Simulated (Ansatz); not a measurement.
Ansatz (a first-principles code) input (CCSD(T)/def2-SVPD):

Ansatz 0.2 input:
```yaml
crystal:
  periodic: [false, false, false]
  atoms:
    - {symbol: Ge, position_ang: [-0.08275598, 0.53781547, 0.33165785]}
    - {symbol: Cl, position_ang: [1.82797786, -0.31650379, -0.26015654]}
    - {symbol: Cl, position_ang: [-1.66244819, -0.72097814, -0.47520065]}
    - {symbol: H, position_ang: [-0.16581297, 0.42709784, 1.88802085]}
basis:
  gaussian:
    orbitals: def2-SVPD
magnetization: {spin_polarized: true, initial_magnetization: 1}
correlation: {method: ccsd_t, electrons: outside_noble_gas}
output: {forces: true}
```

End of the output:

```
cycle   7  -10.94108624 eV  change   -2.1e-4 eV  update   3.3e-4
cycle   8  -10.94111234 eV  change   -2.6e-5 eV  update   1.1e-4
cycle   9  -10.94109457 eV  change    1.8e-5 eV  update   5.0e-5
cycle  10  -10.94108442 eV  change    1.0e-5 eV  update   2.1e-5
cycle  11  -10.94108792 eV  change   -3.5e-6 eV  update   9.7e-6
cycle  12  -10.94108862 eV  change   -7.0e-7 eV  update   4.4e-6
cycle  13  -10.94108929 eV  change   -6.7e-7 eV  update   1.7e-6
perturbative correction -0.32789328 eV, -0.0120498558 hartree
the calculation of the forces begins
Total energy: -81494.90955385 eV, -2994.8826868703 hartree
Atom 0 at    -0.082756     0.537815     0.331658 Å, force    -0.038712     0.165026     0.317954 eV/Å
Atom 1 at     1.827978    -0.316504    -0.260157 Å, force     0.227030    -0.080252    -0.081908 eV/Å
Atom 2 at    -1.662448    -0.720978    -0.475201 Å, force    -0.191136    -0.128709    -0.107671 eV/Å
Atom 3 at    -0.165813     0.427098     1.888021 Å, force     0.002818     0.043935    -0.128375 eV/Å
Dipole moment:    -0.051134     0.320246     0.227614 e Å
```

It need not be the lowest isomer of its formula.
